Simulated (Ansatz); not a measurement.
Geometry optimisation, DFT PBE, scalar-relativistic, plane waves, PAW in Ansatz 0.2.0.

Input file:

```yaml
crystal:
  lattice:
    - [0.0, 5.43, 5.43]
    - [5.43, 0.0, 5.43]
    - [5.43, 5.43, 0.0]
  atoms:
    - { symbol: Si, position: [0.0, 0.0, 0.0] }
    - { symbol: Si, position: [0.125, 0.125, 0.125] }
    - { symbol: Si, position: [0.0, 0.0, 0.5] }
    - { symbol: Si, position: [0.125, 0.125, 0.625] }
    - { symbol: Si, position: [0.0, 0.5, 0.0] }
    - { symbol: Si, position: [0.125, 0.625, 0.125] }
    - { symbol: Si, position: [0.0, 0.5, 0.5] }
    - { symbol: Si, position: [0.125, 0.625, 0.625] }
    - { symbol: Si, position: [0.5, 0.0, 0.0] }
    - { symbol: Si, position: [0.625, 0.125, 0.125] }
    - { symbol: Si, position: [0.5, 0.0, 0.5] }
    - { symbol: Si, position: [0.625, 0.125, 0.625] }
    - { symbol: Si, position: [0.5, 0.5, 0.0] }
    - { symbol: Si, position: [0.625, 0.625, 0.125] }
    - { symbol: Si, position: [0.5, 0.5, 0.5] }
    - { symbol: Si, position: [0.625, 0.625, 0.625] }
    - { symbol: Ge, position: [0.8121148, 0.315875, 0.8220601] }
basis:
  ecutwfc: 420.0
kpoints:
  mp_grid: { grid: [2, 2, 2] }
hamiltonian:
  xc: pbe
  pseudopotentials: { kind: paw, azcp: { folder: soft_1 } }
scf:
  occupations: { method: gaussian, width: 0.05 }
  lower_state_search: "off"
relax:
  f_tol: 0.03
  max_steps: 60
  adjacent_minimum: "off"
```

Run as:

```bash
$ ansatz run input.yaml --threads 1 --pin off --max-ram 3072MiB --backend cpu --events-out ev --progress --plain --runs-dir out
```

Problem. Where does it end, and by what steps?

Solution. It converged. The force dipped under the threshold on the way, but the program's further checks kept it going. Limits of this set-up: coarse k mesh, a small cell, in which the defect meets its images. After 6 steps the energy has fallen by 1.584 eV; Si5 moved furthest, 0.46 Å.

| step | energy less start (eV) | largest force component (eV/Å) | accepted |
| --- | --- | --- | --- |
| 0 | 0.0000 | 3.246 | yes |
| 1 | -1.1830 | 1.303 | yes |
| 2 | -1.5443 | 0.185 | yes |
| 3 | -1.5741 | 0.141 | yes |
| 4 | -1.5813 | 0.084 | yes |
| 5 | -1.5837 | 0.018 | yes |
| 6 | -1.5837 | 0.018 | yes |

```xyz
17
Lattice="0.0000 5.4300 5.4300 5.4300 0.0000 5.4300 5.4300 5.4300 0.0000" Properties=species:S:1:pos:R:3
Si -0.119 0.134 -0.120
Si 1.276 1.387 1.272
Si 2.696 2.804 0.086
Si 3.949 4.196 1.480
Si 2.454 -0.263 2.450
Si 3.828 1.112 3.825
Si 5.312 2.596 2.847
Si 6.705 3.989 4.100
Si 0.090 2.803 2.693
Si 1.482 4.197 3.945
Si 2.964 5.677 2.960
Si 4.336 7.050 4.333
Si 2.851 2.596 5.309
Si 4.104 3.989 6.702
Si 5.520 5.410 5.516
Si 6.912 6.662 6.910
Ge 6.120 8.833 6.116
```

The run took 38 s on 1 thread of Arm Neoverse V2 (shared host), peak memory 0.53 GiB.
